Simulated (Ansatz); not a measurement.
Hg₃Te₃H₁₂. Charge 0, multiplicity 3. Geometry r2SCAN-D4/def2-SVP, that of the neutral singlet; atoms count from 1.

```
atom   x (Å)   y (Å)   z (Å)
 Te1  -2.259   0.496  -1.226
 Hg2  -2.223   3.388   1.015
 Te3   0.892   1.647   1.828
 Hg4  -1.419  -2.635  -2.925
 Te5   1.383  -2.129  -0.626
 Hg6   3.610  -0.799   1.957
  H7  -3.857   0.121  -0.952
  H8  -2.676   1.344  -2.596
  H9  -1.460   4.317  -0.127
 H10  -3.030   2.525   2.178
 H11   1.865   2.997   1.811
 H12   0.699   1.786   3.475
 H13  -0.624  -1.810  -4.123
 H14  -2.241  -3.512  -1.782
 H15   2.576  -2.413  -1.751
 H16   1.472  -3.708  -0.108
 H17   2.819  -1.667   3.127
 H18   4.472   0.053   0.825
```

In the def2 sets Hg, Te take a core potential; there is no spin–orbit coupling. In the triplet geometry the species has come apart into loosely held pieces. At PBE0-D4/def2-SVP a singlet of charge 0 lies 3.89 eV below the triplet at the same geometry.

Q: Estimate the Mulliken populations from the PBE0/def2-SVP orbitals of Ansatz.

A: 
```tsv
atom	charge (e)	spin (α − β)	d electrons
Te1	0.16	1.45	–
Hg2	0.15	0.02	9.83
Te3	0.00	0.01	–
Hg4	0.15	0.02	9.83
Te5	0.00	0.01	–
Hg6	0.14	0.00	9.84
H7	-0.06	0.22	–
H8	-0.05	0.21	–
H9	-0.11	0.01	–
H10	-0.11	0.01	–
H11	0.05	0.00	–
H12	0.05	0.01	–
H13	-0.11	0.01	–
H14	-0.11	0.01	–
H15	0.05	0.01	–
H16	0.05	0.01	–
H17	-0.13	0.00	–
H18	-0.13	0.00	–
```
Mulliken values and Mayer orders depend strongly on the basis.

Q: Where does the spin sit?

A: Summed by element: Te 1.47, Hg 0.05, H 0.48, of 2 unpaired in all. Largest on single atoms: Te1 1.45, H7 0.22, H8 0.21.
